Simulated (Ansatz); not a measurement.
`C=C1[SiH2]S1`. Total charge 0; spin multiplicity 1.

```xyz
8

C     0.099   -1.456   -0.687
C    -0.152   -0.360    0.010
Si    0.089    1.374    0.462
S    -1.292    0.032    1.333
H    -0.434   -2.385   -0.518
H     0.860   -1.447   -1.459
H     1.264    1.786    1.261
H    -0.434    2.455   -0.401
```

Question: List the harmonic frequencies (cm⁻¹, unscaled) at PBE0-D4/def2-TZVP in Ansatz. (An estimate is asked.)

Answer: Ansatz gave: 291, 292, 481, 556, 610, 622, 679, 689, 706, 903, 958, 1063, 1431, 1714, 2253, 2270, 3149, 3236.

Question: Is this a minimum?

Answer: Yes, all 18 modes are real.

Question: Give the ideal-gas thermochemistry at 298.15 K and 1 bar (rigid rotor, harmonic oscillator; point group Cs, symmetry number 1).

Answer: Zero-point energy 131.0 kJ/mol; H(298) − E = 146.4 kJ/mol; entropy 298.7 J/(mol·K), of which translation 164.7, rotation 107.6, vibration 26.4; G(298) − E = 57.3 kJ/mol.
